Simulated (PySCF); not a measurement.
F4S, triplet, geometry from GFN2-xTB (a higher spin typed on purpose: for a closed-shell molecule this is an excited state); HF/6-31G in PySCF.

Here is a job for PySCF.
```python
from pyscf import gto, scf

mol = gto.M(
    atom='''
F    -0.88748391    1.44310378    0.28411590
S     0.00000000   -0.00000000   -0.00000000
F    -1.00741767   -0.35465509   -1.34544694
F     1.00741767    0.35465509    1.34544694
F     0.88748391   -1.44310378   -0.28411590
''',
    basis='6-31g',
    spin=2,
    verbose=4,
)

mf = scf.UHF(mol)
mf.kernel()
```

The log (banner, timings and long lists left out):

```
PySCF version 2.14.0

[INPUT] verbose = 4
[INPUT] num. atoms = 5
[INPUT] num. electrons = 52
[INPUT] charge = 0
[INPUT] spin (= nelec alpha-beta = 2S) = 2
[INPUT] symmetry False subgroup None
[INPUT] Mole.unit = angstrom
[INPUT] Symbol           X                Y                Z      unit          X                Y                Z       unit  Magmom
[INPUT]  1 F     -0.887483910000   1.443103780000   0.284115900000 AA   -1.677101529858   2.727070913525   0.536901238634 Bohr   0.0
[INPUT]  2 S      0.000000000000   0.000000000000   0.000000000000 AA    0.000000000000   0.000000000000   0.000000000000 Bohr   0.0
[INPUT]  3 F     -1.007417670000  -0.354655090000  -1.345446940000 AA   -1.903743489347  -0.670200988783  -2.542526231734 Bohr   0.0
[INPUT]  4 F      1.007417670000   0.354655090000   1.345446940000 AA    1.903743489347   0.670200988783   2.542526231734 Bohr   0.0
[INPUT]  5 F      0.887483910000  -1.443103780000  -0.284115900000 AA    1.677101529858  -2.727070913525  -0.536901238634 Bohr   0.0

nuclear repulsion = 272.96567526462
number of shells = 27
number of NR pGTOs = 134
number of NR cGTOs = 49
basis = 6-31g
ecp = {}

******** <class 'pyscf.scf.uhf.UHF'> ********
method = UHF
initial guess = minao
damping factor = 0
level_shift factor = 0
DIIS = <class 'pyscf.scf.diis.CDIIS'>
diis_start_cycle = 1
diis_space = 8
diis_damp = 0
SCF conv_tol = 1e-09
SCF conv_tol_grad = None
SCF max_cycles = 50
direct_scf = True
direct_scf_tol = 1e-13
number electrons alpha = 27  beta = 25
Set gradient conv threshold to 3.16228e-05
init E= -795.148089506262

cycle= 1 E= -794.612802786009  delta_E= 0.535  |g|= 0.63  |ddm|= 1.89
cycle= 2 E= -794.770860755767  delta_E= -0.158  |g|= 0.42  |ddm|= 1.03
cycle= 3 E= -794.836120734471  delta_E= -0.0653  |g|= 0.0575  |ddm|=  0.3
cycle= 4 E= -794.840074871071  delta_E= -0.00395  |g|= 0.0258  |ddm|= 0.0833
cycle= 5 E= -794.841355146574  delta_E= -0.00128  |g|= 0.0109  |ddm|= 0.0589
cycle= 6 E= -794.841644147598  delta_E= -0.000289  |g|= 0.00272  |ddm|= 0.0389
cycle= 7 E= -794.841660397333  delta_E= -1.62e-05  |g|= 0.000683  |ddm|= 0.0101
cycle= 8 E= -794.841661522936  delta_E= -1.13e-06  |g|= 0.000255  |ddm|= 0.00181
cycle= 9 E= -794.841661651225  delta_E= -1.28e-07  |g|= 4.38e-05  |ddm|= 0.000737
cycle= 10 E= -794.841661653112  delta_E= -1.89e-09  |g|= 1.18e-05  |ddm|= 8.17e-05
cycle= 11 E= -794.841661653265  delta_E= -1.52e-10  |g|= 2.55e-06  |ddm|= 2.18e-05
Extra cycle  E= -794.841661653268  delta_E= -3.18e-12  |g|= 1.25e-06  |ddm|= 3.56e-06
converged SCF energy = -794.841661653268  <S^2> = 2.057211  2S+1 = 3.0379012
```
